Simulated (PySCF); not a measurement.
Work out the structure from these simulated measurements.

Elements present: C, F, H and O. Monoisotopic mass: 128.0274 u.

- Polarisability: 78.0 au [CAM-B3LYP/def2-SVPD]
- UV, first state: lowest singlet excitation: 5.11 eV (243 nm, f = 0.335) [TDDFT CAM-B3LYP/def2-SVPD]
- NMR, other nuclei: isotropic shieldings of nuclei other than C and H, by class: -84 (1 O), 23 (1 O), 152 (1 F) ppm [GIAO PBE0/pcSseg-1]
- Rotational structure: rotational constants A, B, C: 4.240, 1.043, 0.842 GHz [GFN2-xTB]
- 1H NMR: chemical shifts (computed TMS as zero) by class: 7.71 (1 H), 7.52 (1 H), 2.38 (3 H) ppm [GIAO PBE0/pcSseg-1]
- Dipole: 5.35 D [CAM-B3LYP/def2-SVPD]
- 13C NMR: chemical shifts (computed TMS as zero) by class: 155.6 (1 C), 154.1 (1 C), 145.2 (1 C), 134.9 (1 C), 130.7 (1 C), 11.4 (1 C) ppm [GIAO PBE0/pcSseg-1]
- Triplet: lowest triplet excitation (Tamm–Dancoff): 3.21 eV [TDA CAM-B3LYP/def2-SVPD]

Gas-phase values; electronic properties from PySCF, density fitting. Levels stand in brackets. Geometry: GFN2-xTB, one conformer, isolated molecule. GFN2-xTB frequencies show an imaginary mode (49i cm⁻¹), so this geometry is no minimum at that level. Each NMR value is the plain mean over a class of atoms that symmetry, rotation or inversion makes alike.

Question: Which formula fits the mass and the elements?

Answer: C6H5FO2 (calculated 128.0274). No other formula that holds each of these elements comes within 0.0003 u with a fitting electron parity and a possible valence count.

Question: Give a SMILES that accounts for the data.

Answer: Numbering: `[CH3:1][c:2]1[cH:3][o:4][c:5]([C:6](=[O:7])[F:8])[cH:9]1`. Its formula, C6H5FO2, gives 4 degrees of unsaturation: 1 ring and 3 π bonds in the structure found (Kekulé form). 6 carbons fall into 6 classes; from least to most shielded: acyl halide carbon [C6] (155.6 ppm), aromatic CH next to a ring oxygen [C3] (154.1 ppm), substituted aromatic carbon [C5] (145.2 ppm), aromatic CH carbon [C9] (134.9 ppm), substituted aromatic carbon [C2] (130.7 ppm), benzylic-type carbon [C1] (11.4 ppm). Hydrogen classes from least to most shielded: 1 H on an aromatic CH next to a ring oxygen, C3 (7.71 ppm), 1 H on an aromatic CH carbon, C9 (7.52 ppm), 3 H on a benzylic-type carbon, C1 (2.38 ppm). The other shieldings belong to: -84 ppm, carbonyl oxygen [O7]; 23 ppm, furan-type oxygen [O4]; 152 ppm, acyl fluorine [F8]. S1 is mainly HOMO→LUMO (weight 0.97); the largest Löwdin shares of the orbital it empties are 0.26 on the aromatic CH next to a ring oxygen, 0.23 on a substituted aromatic carbon, 0.16 on a substituted aromatic carbon and 0.07 on the furan-type oxygen, of the orbital it fills 0.18 on the acyl halide carbon, 0.16 on the carbonyl oxygen, 0.15 on the aromatic CH carbon and 0.13 on the aromatic CH next to a ring oxygen. By its constants the optimised geometry is an asymmetric top. Structure: `Cc1coc(C(=O)F)c1`. Computed isomers that give other values at the same levels: `F/C=C\C1=COC=CO1` (13C chemical shifts (computed TMS as zero) by class: 157.6 (1 C), 141.9 (1 C), 135.7 (1 C), 134.2 (1 C), 132.5 (1 C), 108.1 (1 C) ppm); `C=CC1=C(F)OC=CO1` (13C chemical shifts (computed TMS as zero) by class: 163.3 (1 C), 135.7 (1 C), 132.0 (1 C), 128.7 (1 C), 124.9 (1 C), 117.5 (1 C) ppm); `Cc1ccc(C(=O)F)o1` (13C chemical shifts (computed TMS as zero) by class: 168.0 (1 C), 155.5 (1 C), 144.6 (1 C), 134.6 (1 C), 116.7 (1 C), 17.0 (1 C) ppm). The assignments are read from this structure; whether some other isomer fits the data as well wasn't checked.

Conformer computed: `[CH3:1][c:2]1[cH:3][o:4][c:5]([C:6](=[O:7])[F:8])[cH:9]1`: O4–C5–C6–O7 0°.
